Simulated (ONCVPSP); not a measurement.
Before and after: ONCV potential for Lu (Z = 71)

ONCVPSP 4.0.1 input, shortened (lines: element, Z, core and valence counts, functional; n l f; lmax; l rc ep ncon nbas qcut; lloc lpopt rc5 dvloc0; l nproj debl; icmod fcfact rcfact), PBEsol, scalar-relativistic:

```
  Lu 71.00    9    5  -116133      upf
    1    0    2.00
    2    0    2.00
    2    1    6.00
    3    0    2.00
    3    1    6.00
    3    2   10.00
    4    0    2.00
    4    1    6.00
    4    2   10.00
    4    3   14.00
    5    0    2.00
    5    1    6.00
    5    2    1.00
    6    0    1.00
    3
    0    1.55    0.00    4    7    6.30
    1    1.60    0.00    4    8   10.00
    2    2.75    0.00    4    9    6.20
    3    1.00    0.00    4    9   18.70
    4    5    0.95    4.00
    0    3    3.00
    1    2    0.30
    2    2    2.50
    3    2    1.70
    1    0.20    0.00
```

In the p channel the program set the typed energies aside and used -1.412, 0.250 Ha.

All-electron outer shells of the reference configuration (PBEsol, scalar-relativistic, ld1.x):

```csv
shell,level (eV),outermost node (bohr),outermost maximum (bohr)
4d,-198.50,0.23,0.48
5s,-67.83,0.57,1.04
5p,-38.42,0.61,1.19
4f,-16.38,–,0.47
6s,-10.23,1.41,2.93
5d,-7.90,0.68,1.80
```

Change: all radii but the core radius scaled by about 1.30 (s 2.02, p 2.08, d 3.56, f 1.30 bohr); local potential polynomial inside 1.24 bohr (lpopt 5, dvloc0 4 Ha).

Cutoffs: the cutoffs (Ha) at which the residual kinetic energy of the hardest occupied pseudo-wave falls to 1 and 0.1 mHa per electron; they do not see the model core or the augmentation charge, which bear on the density cutoff. Errors are all-electron minus pseudo energies relative to the spin-unpolarised reference configuration.

Task: How do hardness, ghosts and transferability respond?

Result: The potential gets softer (141 Ha and 155 Ha → 118 Ha and 132 Ha); of the 4 tests that both files solve, the error grows in 3 and shrinks in 0 by more than 15 % and 0.3 meV (median size 5.5 → 22.0 meV); neither file shows a bound ghost. A larger radius leaves more room for a smooth pseudo-wave, so fewer plane waves are needed. More of the atom is replaced by a form fitted at one configuration, so other configurations suffer.

```tsv
quantity	base	changed
cutoff, loose	141 Ha	118 Ha
cutoff, tight	155 Ha	132 Ha
loose cutoff by channel	s 19 Ha, p 29 Ha, d 10 Ha, f 141 Ha	s 13 Ha, p 20 Ha, d 8.2 Ha, f 118 Ha
bound ghosts	none	none
GHOST(+) flags under 300 eV	s at 138.0 eV, p at 252.5 eV	s at 289.7 eV
error for 4f14 5s2 5p6 5d1 6s2, meV [ΔE -7.39 eV]	+1.6	+1.4
error for 4f14 5s2 5p6 5d1 6s0, meV [ΔE 13.22 eV]	-4.1	-6.5
error for 4f14 5s2 5p6 5d0 6s0, meV [ΔE 33.13 eV]	-6.9	+38
error for 4f13 5s2 5p6 5d0 6s0, meV [ΔE 79.90 eV]	+30	+351
rms error of d²Exc/dni dnj with the model core, mHa	1.60	2.09
```
